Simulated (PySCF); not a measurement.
# Manganese: a sound run and one with changed settings

Sound run: Mn [Ar] 3d5 4s2, Mn⁺ [Ar] 3d5 4s1. Computed with PySCF 2.14 in x2c-TZVPall (6s5p4d1f, 48 functions), with scalar relativity by spin-free X2C-1e. In the sound run the correlated levels freeze [Ar]. The sound run starts from symmetry-adapted Hartree-Fock orbitals and uses a fine grid where one is needed.

Changed run: the non-relativistic Hamiltonian (point nucleus). This setting is unsound on purpose.

```csv
species,method,sound run (hartree),changed run (hartree),converged
Mn,UHF,-1157.37440,-1147.48061,yes
Mn,PBE,-1158.29538,-1148.40623,yes
Mn,TPSS,-1158.55289,-1148.66216,yes
Mn,MP2,-1157.47326,-1147.57784,yes
Mn⁺,UHF,-1157.15293,-1147.26149,yes
Mn⁺,PBE,-1158.02798,-1148.14264,yes
Mn⁺,TPSS,-1158.29052,-1148.40349,yes
Mn⁺,MP2,-1157.22085,-1147.32833,yes
```

Ionisation energy of Mn:

```tsv
method	sound run (eV)	changed run (eV)
UHF	6.027	5.962
PBE	7.276	7.173
TPSS	7.139	7.039
MP2	6.868	6.789
SCS-MP2	7.046	6.967
```

Most of the change in total energy is the relativistic energy itself. On top of that the contraction fixes the core shape for the Hamiltonian it was made with, so the changed run is not a good calculation with the other Hamiltonian either.

For comparison, NIST gives 7.434 eV between the lowest levels.
